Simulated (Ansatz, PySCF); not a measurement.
Process, species as SMILES: CB(C)C [trimethylborane] -> [CH2]B(C)C + H atom (the C-H bond at the site shown breaks; other sites are not compared here)
Geometries: B3LYP-D3(BJ)/def2-TZVP minima from Ansatz (a first-principles code), one conformer each, not searched for the lowest.
Geometry of the first species:
```
B
C 1 1.5705
H 2 1.0916 1 115.16
H 2 1.0940 3 109.14 1 -127.60
H 2 1.0995 3 107.12 4 -113.31
C 1 1.5709 2 120.17 3 -166.49
H 6 1.0914 1 115.21 2 -6.80
H 6 1.0948 7 108.88 1 126.15
H 6 1.0985 7 107.53 8 113.17
C 1 1.5713 2 119.75 3 13.03
H 10 1.0913 1 115.30 2 170.96
H 10 1.0951 11 108.77 1 125.95
H 10 1.0982 11 107.67 12 113.12
```

Wanted: bond dissociation energy (electronic energy difference), in kcal/mol. Cores are frozen in the correlated levels unless marked. UHF or UKS for open shells. No spin-orbit coupling. No relativistic terms. Basis-set limits of correlation are two-point, X^-3; Hartree-Fock from the larger set. The bracket is a focal-point correction in the basis named.

```json
[
 {"level": "HF/6-31G*", "program": "Ansatz", "bond dissociation energy (kcal/mol)": "75.9", "minus last row": "-27.1"},
 {"level": "HF-D4/def2-TZVPD", "program": "PySCF + dftd4", "bond dissociation energy (kcal/mol)": "76.6", "minus last row": "-26.4"},
 {"level": "SVWN5/def2-TZVPD", "program": "Ansatz", "bond dissociation energy (kcal/mol)": "112.1", "minus last row": "9.1"},
 {"level": "r2SCAN/def2-TZVPD", "program": "Ansatz", "bond dissociation energy (kcal/mol)": "98.1", "minus last row": "-4.9"},
 {"level": "M06-2X/def2-TZVPD", "program": "PySCF", "bond dissociation energy (kcal/mol)": "100.5", "minus last row": "-2.5"},
 {"level": "HSE06-D4/def2-TZVPD", "program": "Ansatz + dftd4", "bond dissociation energy (kcal/mol)": "99.2", "minus last row": "-3.8"},
 {"level": "CAM-B3LYP/def2-TZVPD", "program": "Ansatz", "bond dissociation energy (kcal/mol)": "100.7", "minus last row": "-2.3"},
 {"level": "wB97M-V/def2-TZVPD", "program": "Ansatz", "bond dissociation energy (kcal/mol)": "101.9", "minus last row": "-1.1"},
 {"level": "CCSD/6-31G", "program": "Ansatz", "bond dissociation energy (kcal/mol)": "90.8", "minus last row": "-12.2"},
 {"level": "RI-MP2/CBS(cc-pVTZ,cc-pVQZ)+[CCSD(T)-MP2]/cc-pVTZ", "program": "Ansatz", "bond dissociation energy (kcal/mol)": "103.0", "minus last row": "0.0"}
]
```
